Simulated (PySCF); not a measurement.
BrFGaHO, SMILES [Ga]([OH])([Br])[F].

Geometry: PBE0-D3(BJ)/def2-SVP. The structure was generated by enumeration; whether it is a known compound was not checked. One conformer was computed; it need not be the lowest.

Two levels are set side by side: PBE/def2-TZVPD (PySCF) and r2SCAN/def2-TZVPD (PySCF). Same geometry, gas phase. Differences are taken from unrounded values.

```json
[
 {"quantity": "orbital gap (eV)", "r2SCAN": "5.61"},
 {"quantity": "highest occupied level (eV)", "r2SCAN": "-8.09"},
 {"quantity": "lowest empty level (eV)", "r2SCAN": "-2.48"},
 {"quantity": "dipole moment (D)", "r2SCAN": "0.95"},
 {"quantity": "mean polarisability (bohr³)", "r2SCAN": "52.3"}
]
```

Problem. What does PBE give, and how far is it from r2SCAN? (The exact figures need the calculation; the answer reports its results.)

Solution. 
| quantity | PBE | PBE minus r2SCAN |
|---|---|---|
| orbital gap (eV) | 4.93 | -0.68 |
| highest occupied level (eV) | -7.76 | 0.33 |
| lowest empty level (eV) | -2.83 | -0.34 |
| dipole moment (D) | 0.91 | -0.04 |
| mean polarisability (bohr³) | 54.8 | 2.6 |

Rough cost on one machine, each run with all the roots and properties that it gave: r2SCAN against PBE about 3 times.
